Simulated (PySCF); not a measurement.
B(H)(Me)(NHMe) (C₂H₈BN), SMILES CBNC. Atoms are numbered in the order given.

```xyz
12

B     -0.5805    -0.0897     0.8440
H     -1.5400    -0.3854     1.5246
C      0.6945     0.6167     1.4642
H      1.6062     0.0101     1.3146
H      0.5931     0.7970     2.5447
H      0.8915     1.5921     0.9834
N     -0.6778    -0.4133    -0.5132
C      0.2935    -0.1889    -1.5650
H     -1.5276    -0.8656    -0.8347
H     -0.1092     0.4562    -2.3664
H      0.6197    -1.1349    -2.0331
H      1.1848     0.3051    -1.1559
```

The structure is a stationary point at B3LYP-D3(BJ)/def2-SVP. The geometry has at least one imaginary mode, so it is a saddle point at that level. The structure was generated by enumeration, and PubChem lists no compound with its InChIKey, so it may never have been made. One conformer was computed; it need not be the lowest.

Two levels are set side by side: PBE/pcSseg-1 (PySCF) and B3LYP/pcSseg-1 (PySCF). GIAO shifts against BF3 (¹¹B), NH3 (¹⁵N), TMS (¹H), TMS (¹³C) at the same level; non-relativistic, no solvent, atoms listed together averaged. Differences are taken from unrounded values.

| quantity | B3LYP | PBE | PBE minus B3LYP |
|---|---|---|---|
| δ(¹¹B) of B1 (ppm) | 30.5 | 28.4 | -2.1 |
| δ(¹H) of H2 (ppm) | 5.12 | 5.28 | 0.16 |
| δ(¹³C) of C3 (ppm) | 1.5 | 1.4 | -0.2 |
| δ(¹⁵N) of N7 (ppm) | 132.7 | 138.9 | 6.2 |
| δ(¹³C) of C8 (ppm) | 34.5 | 34.9 | 0.3 |
| δ(¹H) of H9 (ppm) | 4.31 | 4.60 | 0.29 |

Rough cost on one machine, each run with all the roots and properties that it gave: B3LYP against PBE within a factor of 2.
